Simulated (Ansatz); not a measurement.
A made-up structure of CH5Ge (charge -1), closed shell:

| atom | x (Å) | y (Å) | z (Å) |
| --- | --- | --- | --- |
| C1 | 0.1476 | 0.5987 | -0.0813 |
| Ge2 | -0.1329 | -1.2653 | -0.1362 |
| H3 | -1.6078 | -1.5880 | -0.1640 |
| H4 | 0.4968 | -1.9408 | 1.0585 |
| H5 | -0.2536 | 1.0981 | -0.9259 |
| H6 | -0.1843 | 1.2571 | 0.6802 |
| H7 | 1.1751 | 0.8587 | -0.0962 |

It is relaxed with PBE-D4/def2-SVPD and then PBE0-D4/def2-TZVPD (Ansatz 0.2.0). Atoms count as bonded within 1.22 times the sum of their covalent radii (H–H: 0.88 Å). The end point is not checked to be a true minimum.

**Question.** Does its bonding change? (Judge from chemistry; the calculation decides.)

**Answer.** Computed: No: no bond forms or breaks.

Where it ends: The first stage lowers the energy by 1.12 eV in 7 steps. It ends as CH₅Ge ([CH3][GeH2]), total charge -1:
```xyz
7
angstrom
C 0.1774 0.6266 -0.1246
Ge -0.0194 -1.4090 -0.3732
H -1.5985 -1.4514 -0.0180
H 0.4019 -1.7867 1.1439
H -0.2713 1.1436 -0.9806
H -0.2903 1.0052 0.7898
H 1.2410 0.8901 -0.1022
```

Labels in which every atom is bracketed show which atoms are joined, not bond orders.

For scale, one of the runs: PBE0-D4/def2-TZVPD relaxation, 136 basis functions, launched by `ansatz run in.yaml --threads 2 --pin off --events-out ev --progress --plain --max-ram 4352MiB`. Hardware: 2 CPU threads of an Arm Neoverse V1, shared host. Wall time about 14 s.
